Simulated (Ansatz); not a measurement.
Consider the formal exchange of groups at the Si–Se bond: `N=C[SiH2][SeH]` + `C=C` → `C=C[SiH2]C=N` + H₂Se.

Program: Ansatz. Geometries: PBE0-D4/def2-TZVP. ΔE: electronic, gas phase. CCSD(T)/CBS is the MP2 limit (def2-TZVPP, def2-QZVPP) plus CCSD(T) − MP2 in def2-TZVPP, frozen cores. This one scheme is used for every species. Functionals use def2-TZVPP. B3LYP here is the variant with VWN-RPA as its local correlation; programs differ in this. For Se outer-core shells are correlated without core-valence functions, which leaves a few kJ/mol of doubt a bond. Scalar relativity is left out up to krypton. One conformer a species, not always the lowest.

```json
{"level": "PBE-D4", "ΔE (kJ/mol)": "64.5", "difference from CCSD(T)/CBS": "-0.7"}
{"level": "r2SCAN-D4", "ΔE (kJ/mol)": "64.8", "difference from CCSD(T)/CBS": "-0.4"}
{"level": "B3LYP-D4", "ΔE (kJ/mol)": "62.4", "difference from CCSD(T)/CBS": "-2.8"}
{"level": "ωB97X-V", "ΔE (kJ/mol)": "61.5", "difference from CCSD(T)/CBS": "-3.7"}
{"level": "ωB97M-V", "ΔE (kJ/mol)": "61.7", "difference from CCSD(T)/CBS": "-3.5"}
{"level": "B2PLYP", "ΔE (kJ/mol)": "63.7", "difference from CCSD(T)/CBS": "-1.5"}
{"level": "r2SCAN", "ΔE (kJ/mol)": "65.3", "difference from CCSD(T)/CBS": "0.1"}
{"level": "PBE0", "ΔE (kJ/mol)": "66.4", "difference from CCSD(T)/CBS": "1.2"}
{"level": "HF/def2-TZVPP", "ΔE (kJ/mol)": "65.3", "difference from CCSD(T)/CBS": "0.1"}
{"level": "MP2/def2-TZVPP", "ΔE (kJ/mol)": "65.1", "difference from CCSD(T)/CBS": "-0.1"}
{"level": "CCSD/def2-TZVPP", "ΔE (kJ/mol)": "61.1", "difference from CCSD(T)/CBS": "-4.1"}
{"level": "HF/def2-QZVPP", "ΔE (kJ/mol)": "64.8", "difference from CCSD(T)/CBS": "-0.4"}
{"level": "MP2/def2-QZVPP", "ΔE (kJ/mol)": "67.3", "difference from CCSD(T)/CBS": "2.1"}
{"level": "SCS-MP2/def2-QZVPP", "ΔE (kJ/mol)": "64.9", "difference from CCSD(T)/CBS": "-0.3"}
{"level": "HF/CBS(def2)", "ΔE (kJ/mol)": "64.8", "difference from CCSD(T)/CBS": "-0.4"}
{"level": "CCSD/CBS(def2)", "ΔE (kJ/mol)": "65.4", "difference from CCSD(T)/CBS": "0.2"}
{"level": "CCSD(T)/CBS", "ΔE (kJ/mol)": "65.2", "difference from CCSD(T)/CBS": "0"}
```

Largest T1 diagnostic among the species: 0.012.
